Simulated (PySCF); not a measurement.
CH3S, SMILES S[CH2], multiplicity 2.

Geometry optimised at PBE0-D3(BJ)/def2-TZVP. The isomer is the one that the SMILES or the coordinates give; other isomers of the formula were not compared.

Two levels are set side by side: PBE/def2-TZVPD (PySCF) and PBE0/def2-TZVPD (PySCF). Same geometry, gas phase. Differences are taken from unrounded values.

| quantity | PBE0 |
|---|---|
| α-spin orbital gap (eV) | 5.17 |
| β-spin orbital gap (eV) | 6.91 |
| dipole moment (D) | 0.90 |
| mean polarisability (bohr³) | 36.4 |

Q: What does PBE give, and how far is it from PBE0? (An estimate is asked for; the answer gives what the named calculation found.)

A: 
```
quantity                      PBE  PBE minus PBE0
---------------------------  ----  --------------
α-spin orbital gap (eV)      3.05           -2.12
β-spin orbital gap (eV)      4.71           -2.20
dipole moment (D)            0.82           -0.07
mean polarisability (bohr³)  37.8             1.4
```

PBE's more diffuse valence density responds more strongly to a field. Differences between two approximate levels are no errors against the true value.

Rough cost on one machine, each run with all the roots and properties that it gave: PBE0 against PBE within a factor of 2.
